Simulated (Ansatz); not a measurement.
C2H6AlFO, SMILES `CO[CH2][AlH][F]`, relaxed with RKS PBE-D4/def2-SVP in Ansatz 0.2.0 from a rough embedded geometry. The force threshold is 0.03 eV/Å; the program also tests the step.

The species carries charge 0 and has multiplicity 1.

Start:

```xyz
11

C    -1.541    0.630    0.047
O    -0.407    0.684    0.835
C     0.771    0.511    0.039
Al    1.326   -1.424    0.095
F     2.823   -1.936   -0.817
H    -1.541    1.584   -0.666
H    -2.443    0.726    0.660
H    -1.574   -0.245   -0.567
H     0.667    0.938   -0.940
H     1.579    1.047    0.592
H     0.340   -2.515    0.721
```

```json
{"step": "1", "energy (eV)": "-13514.4394", "largest force (eV/Å)": "3.000", "largest move (Å)": "0.000"}
{"step": "2", "energy (eV)": "-13514.7773", "largest force (eV/Å)": "1.922", "largest move (Å)": "0.175"}
{"step": "3", "energy (eV)": "-13514.8504", "largest force (eV/Å)": "1.561", "largest move (Å)": "0.169"}
{"step": "4", "energy (eV)": "-13514.9137", "largest force (eV/Å)": "0.781", "largest move (Å)": "0.104"}
{"step": "5 (rejected)", "energy (eV)": "-13514.9116", "largest force (eV/Å)": "0.472", "largest move (Å)": "0.164"}
{"step": "6", "energy (eV)": "-13514.9367", "largest force (eV/Å)": "0.092", "largest move (Å)": "0.080"}
{"step": "7", "energy (eV)": "-13514.9411", "largest force (eV/Å)": "0.079", "largest move (Å)": "0.100"}
{"step": "8", "energy (eV)": "-13514.9444", "largest force (eV/Å)": "0.114", "largest move (Å)": "0.137"}
{"step": "9", "energy (eV)": "-13514.9446", "largest force (eV/Å)": "0.246", "largest move (Å)": "0.170"}
{"step": "10 (rejected)", "energy (eV)": "-13514.9441", "largest force (eV/Å)": "0.222", "largest move (Å)": "0.054"}
{"step": "11", "energy (eV)": "-13514.9475", "largest force (eV/Å)": "0.114", "largest move (Å)": "0.027"}
{"step": "12", "energy (eV)": "-13514.9479", "largest force (eV/Å)": "0.095", "largest move (Å)": "0.071"}
{"step": "13", "energy (eV)": "-13514.9488", "largest force (eV/Å)": "0.020", "largest move (Å)": "0.016"}
{"step": "14", "energy (eV)": "-13514.9490", "largest force (eV/Å)": "0.010", "largest move (Å)": "0.029"}
{"step": "15", "energy (eV)": "-13514.9491", "largest force (eV/Å)": "0.017", "largest move (Å)": "0.040"}
```

End:

```xyz
11

C    -1.450    0.536   -0.038
O    -0.402    0.889    0.819
C     0.867    0.653    0.205
Al    1.095   -1.318   -0.015
F     2.088   -1.914   -1.242
H    -1.492    1.174   -0.955
H    -2.407    0.625    0.513
H    -1.353   -0.533   -0.396
H     0.978    1.231   -0.748
H     1.640    1.052    0.898
H     0.435   -2.398    0.958
```

It took 18 s on 4 threads of an Arm Neoverse V1 on a shared host, with 0.16 GiB of host memory at the peak.
